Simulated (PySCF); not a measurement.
Si(I)(SiH3) (H3ISi2), SMILES I[Si][SiH3] (connectivity only; charge and spin as stated), neutral, multiplicity 1. Atoms are numbered in the order given.

```xyz
6

Si     1.3156    -0.9606     0.0000
I     -0.1477     1.0789     0.0000
Si    -0.5519    -2.5147     0.0000
H     -0.0780    -3.9342     0.0000
H     -1.3929    -2.2965    -1.2168
H     -1.3929    -2.2965     1.2168
```

Geometry: B3LYP-D3(BJ)/def2-SVP. The def2 effective core potentials stand for the cores of I; spin–orbit coupling is left out.

Method: r2SCAN/def2-TZVPD (PySCF).

The molecule is in vacuum.

Q: Estimate the frontier levels, gap, dipole moment and polarisability. (Estimate from the structure and the level; the computed values follow.)

A: 
highest occupied level: -5.70 eV
lowest empty level: -4.17 eV
orbital gap: 1.54 eV
dipole moment: 0.63 D
quadrupole, principal values (traceless, Buckingham form, about the centre of nuclear charge): -4.77, 1.85, 2.92 D·Å
mean static polarisability: 105.1 bohr³ (15.57 Å³)
polarisability, principal values: 76.6, 104.1, 134.6 bohr³
